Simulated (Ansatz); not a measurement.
Br$_{2}$ClHSi (`Cl[SiH](Br)Br`) at its PBE0-D4/def2-TZVP geometry, where that method's forces vanish. Total charge 0; spin multiplicity 1.

```json
{"atom": "Cl1", "x (Å)": "-1.130", "y (Å)": "0.549", "z (Å)": "-1.584"}
{"atom": "Si2", "x (Å)": "0.110", "y (Å)": "0.046", "z (Å)": "-0.055"}
{"atom": "Br3", "x (Å)": "0.055", "y (Å)": "-2.129", "z (Å)": "0.255"}
{"atom": "Br4", "x (Å)": "-0.517", "y (Å)": "1.083", "z (Å)": "1.777"}
{"atom": "H5", "x (Å)": "1.483", "y (Å)": "0.451", "z (Å)": "-0.394"}
```

For each bond, give half the difference of the two atoms' forces along it (eV/Å; positive pushes the atoms apart) under PBE-D4, r2SCAN-D4, B3LYP-D4, ωB97M-V in def2-TZVPP. (An estimate is asked.)

Ansatz gave: 
```
   bond  length (Å)  PBE-D4  r2SCAN-D4  B3LYP-D4  ωB97M-V
Cl1–Si2       2.032    0.20       0.05      0.17     0.06
Si2–Br3       2.197    0.16       0.05      0.18     0.00
Si2–Br4       2.197    0.16       0.05      0.18     0.00
 Si2–H5       1.471    0.05      -0.05     -0.20    -0.21
```

B3LYP here is the variant with VWN-RPA as its local correlation; programs differ in this.
